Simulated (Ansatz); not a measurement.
Series GeH2X2: PBE-D4/def2-TZVP single points in Ansatz on relaxed structures, gas phase. Core potentials for I, no spin–orbit coupling. Binding counts from free atoms in the multiplicity of their measured ground term, without zero-point energy. A dash marks a value that wasn't run or was left out as unsound. The structures are stationary points that may keep the symmetry of their start. Remarks come from the PBE and PBE0 runs and from stability tests at other levels; not every state was tested. HOMO above LUMO (over both spins in singlets and doublets, within one spin in higher multiplets; at PBE or PBE0), or a gap under 0.15 eV within one spin, warns that the state may not be the lowest or that an electron is smeared out.

**Question.** Estimate the order by gap (eV), lowest first.
A. Ge(CN)2H2 (C2H2GeN2) (singlet)
B. Ge(NH2)2H2 (GeN2H6) (singlet)
C. Ge(SH)2H2 (GeH4S2) (singlet)
D. Ge(OH)2H2 (GeO2H4) (singlet)
E. GeBr2H2 (GeH2Br2) (singlet)
F. GeF2H2 (GeH2F2) (singlet)
G. Ge(CCH)2H2 (C4H4Ge) (singlet)
H. Ge(CF3)2H2 (C2H2F6Ge) (singlet)
I. GeCl2H2 (GeH2Cl2) (singlet)
J. GeI2H2 (GeH2I2) (singlet)

**Answer.** J (3.83), C (4.56), E (4.87), B (5.21), G (5.77), I (5.95), D (6.42), A (6.53), H (7.28), F (7.55).

In full:

| species | atoms | state | geometry | HOMO (eV) | LUMO (eV) | gap (eV) | vertical IE (eV) | vertical triplet (eV) | binding per atom (eV) | point group (within 0.1 Å) | remarks |
| --- | --- | --- | --- | --- | --- | --- | --- | --- | --- | --- | --- |
| GeBr2H2 (GeH2Br2) | 5 | singlet | B3LYP-D4/def2-SVP | -7.23 | -2.36 | 4.87 | 10.04 | 4.82 | 2.55 | C2v | gap within one spin near zero at PBE or PBE0 (+1 doublet), gap within one spin near zero at PBE or PBE0 (triplet) |
| GeCl2H2 (GeH2Cl2) | 5 | singlet | r2SCAN-D4/def2-TZVP | -7.63 | -1.69 | 5.95 | 10.65 | 5.81 | 2.74 | C2v | – |
| GeI2H2 (GeH2I2) | 5 | singlet | PBE0-D4/def2-SVP | -6.57 | -2.74 | 3.83 | 9.21 | 3.85 | 2.33 | C2v | gap within one spin near zero at PBE or PBE0 (+1 doublet), gap within one spin near zero at PBE or PBE0 (triplet) |
| GeF2H2 (GeH2F2) | 5 | singlet | r2SCAN-D4/def2-TZVP | -8.45 | -0.90 | 7.55 | 12.04 | – | 3.30 | C2v | gap within one spin near zero at PBE or PBE0 (triplet) |
| Ge(CN)2H2 (C2H2GeN2) | 7 | singlet | r2SCAN-D4/def2-SVP | -8.83 | -2.30 | 6.53 | 11.73 | 6.00 | 4.52 | C2v | gap within one spin near zero at PBE or PBE0 (+1 doublet) |
| Ge(SH)2H2 (GeH4S2) | 7 | singlet | PBE-D4/def2-TZVP | -6.14 | -1.58 | 4.56 | 9.02 | 4.47 | 2.84 | C2 | – |
| Ge(OH)2H2 (GeO2H4) | 7 | singlet | r2SCAN-D4/def2-TZVP | -6.98 | -0.56 | 6.42 | 10.48 | 6.34 | 3.38 | – | – |
| Ge(CCH)2H2 (C4H4Ge) | 9 | singlet | PBE0-D4/def2-SVP | -6.93 | -1.16 | 5.77 | 9.64 | 5.20 | 4.37 | C2v | – |
| Ge(NH2)2H2 (GeN2H6) | 9 | singlet | PBE0-D4/def2-TZVP | -5.44 | -0.23 | 5.21 | 8.76 | 5.18 | 3.23 | C2v | – |
| Ge(SiH3)2H2 (Si2GeH8) | 11 | singlet | PBE-D4/def2-SVP | -6.89 | -0.97 | 5.92 | 9.58 | 5.54 | 2.81 | C2v | – |
| Ge(GeH3)2H2 (Ge3H8) | 11 | singlet | r2SCAN-D4/def2-SVP | -6.82 | -0.85 | 5.97 | 9.47 | 5.64 | 2.62 | – | – |
| GeMe2H2 (C2H8Ge) | 11 | singlet | PBE-D4/def2-SVP | -7.26 | 0.29 | 7.55 | 10.36 | – | 3.55 | C2v | gap within one spin near zero at PBE or PBE0 (+1 doublet) |
| Ge(CF3)2H2 (C2H2F6Ge) | 11 | singlet | r2SCAN-D4/def2-SVP | -8.03 | -0.75 | 7.28 | 11.01 | – | 3.99 | – | – |
| Ge(vinyl)2H2 (C4H8Ge) | 13 | singlet | PBE-D4/def2-SVP | -6.60 | -1.56 | 5.04 | 9.24 | 4.21 | 4.03 | C2 | – |

The gap (eV) runs from 3.83 (GeI2H2) to 7.55 (GeF2H2). The vertical IE (eV) runs from 8.76 (Ge(NH2)2H2) to 12.04 (GeF2H2). The vertical triplet (eV) runs from 3.85 (GeI2H2) to 6.34 (Ge(OH)2H2).
